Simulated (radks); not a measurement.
Neutral erbium inside a hard spherical wall (all orbitals vanish at R), configuration held at [Xe] 4f12 6s2 and not refilled when levels cross. Calculated with a radial shooting solver on a logarithmic mesh with Libxc functionals: scalar-relativistic Kohn-Sham, PBEsol, spin-polarised, spherical densities, finite nucleus; open shells are filled with parallel spins first (spin-orbit coupling, left out, can overturn this in heavy ions); Fermi nuclear charge, rms radius 5.2516 fm. Eigenvalues in eV for spin up, with the zero of energy where the potential of the charges vanishes at infinity; a dash marks a level that is unbound or too diffuse for the functional's potential to be trusted. A positive occupied level is held by the wall or, in an anion where self-interaction has pushed it up, behind a barrier. The pressure on the wall is -dE/dV.

| R (bohr) | E (hartree) | kinetic (hartree) | e(5s) | e(5p) | e(4f) | e(6s) | e(6p, empty) | e(5d, empty) | pressure (GPa) |
|---|---|---|---|---|---|---|---|---|---|
| free | -13080.8751 | 14177.860 | -52.298 | -26.711 | -3.893 | -3.874 | - | - | 0 |
| 15 | -13080.8751 | 14177.860 | -52.296 | -26.709 | -3.891 | -3.872 | -1.105 | -0.982 | 0.000140 |
| 8 | -13080.8605 | 14177.960 | -51.691 | -26.112 | -3.299 | -3.345 | 0.054 | -0.362 | 0.507 |
| 6 | -13080.7774 | 14178.348 | -50.147 | -24.613 | -1.769 | -1.457 | 3.283 | 1.283 | 6.12 |
| 4 | -13080.0869 | 14180.969 | -44.946 | -19.704 | 3.783 | 9.608 | 19.594 | 7.959 | 138 |
| 3.5 | -13079.3886 | 14183.615 | -41.597 | -16.452 | 7.655 | 18.991 | 32.155 | 12.732 | 383 |
| 3 | -13077.8058 | 14189.559 | -35.671 | -10.336 | 14.781 | 37.672 | 55.627 | 21.626 | 1240 |
| 2.5 | -13073.7363 | 14204.162 | -23.905 | 2.786 | 28.880 | 78.339 | 103.57 | 40.108 | 4880 |
| 2 | -13061.5512 | 14244.489 | 4.323 | 35.942 | 58.955 | 177.17 | 213.90 | 84.484 | 24600 |
| 1.5 | -13016.0031 | 14383.314 | 97.016 | 144.37 | 132.65 | 462.67 | 518.62 | 217.61 | 184000 |
